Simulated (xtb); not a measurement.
Species: [Mo(=O)2(NH2)2] (charge 0, multiplicity 1).

Problem. Give a relaxed geometry from GFN2-xTB (xtb).

Solution. This is not unique; one that fits is the end point of this relaxation, one of several conformers.
Z-matrix (Å, degrees):
```
Mo
O 1 1.6383
O 1 1.6383 2 123.72
N 1 1.9084 2 106.38 3 -123.15
H 4 1.0200 1 125.76 2 -17.27
H 4 1.0202 5 107.90 1 -169.66
N 1 1.9084 2 106.26 4 -113.64
H 7 1.0201 1 125.74 2 -150.91
H 7 1.0201 8 107.91 1 -169.60
```
